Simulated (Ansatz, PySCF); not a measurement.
Molecule: SnCl (charge +1, singlet). SMILES: [Cl][Sn+]
Geometry: optimised at B3LYP-D3(BJ)/def2-TZVP (Ansatz, a quantum-chemistry and plane-wave program).

Wanted: vertical triplet-singlet gap, E(triplet) - E(singlet), in eV. Conventions: no spin-orbit coupling; UHF or UKS for open shells; each state is the SCF solution reached for its charge and spin; six Cartesian d functions in 6-31G* and its kin unless marked 5d; def2 sets with scalar-relativistic core potentials past Kr; LANL2DZ with its own core potentials from Na on; STO-3G and 3-21G all-electron and non-relativistic; valence correlation only (noble-gas shells and the d and f shells of earlier blocks). Ab initio and DFT rows: single points at B3LYP-D3(BJ) geometries (Ansatz). The spin state of an ion or metal species was assumed, not searched. Levels can end on unlike triplets.

```tsv
level	program	vertical triplet-singlet gap, E(triplet) - E(singlet) (eV)
HF/6-31G* with LANL2DZ past Ar	Ansatz	2.99
PBE/6-31G* with LANL2DZ past Ar	Ansatz	3.69
B3LYP/STO-3G	Ansatz	3.25
B3LYP/3-21G	Ansatz	3.70
B3LYP/6-31G* with LANL2DZ past Ar	Ansatz	3.71
M06-2X/6-31G* with LANL2DZ past Ar (5d)	PySCF	3.94
MP2/6-31G* with LANL2DZ past Ar	Ansatz	3.57
PBE0/def2-TZVPD	Ansatz	3.84
wB97M-V/def2-TZVPD	Ansatz	3.92
```

No value to compare with is used here. The 7 habitual levels span 2.99 (HF/6-31G* with LANL2DZ past Ar) to 3.94 eV (M06-2X/6-31G* with LANL2DZ past Ar (5d)); PBE0/def2-TZVPD gives 3.84.

The levels are drawn from those run, B3LYP/6-31G* more often than the rest, none by its result; left out are runs that failed, that the program found above a lower state of the same kind, or whose <S^2> lies over 0.5 above the pure value.
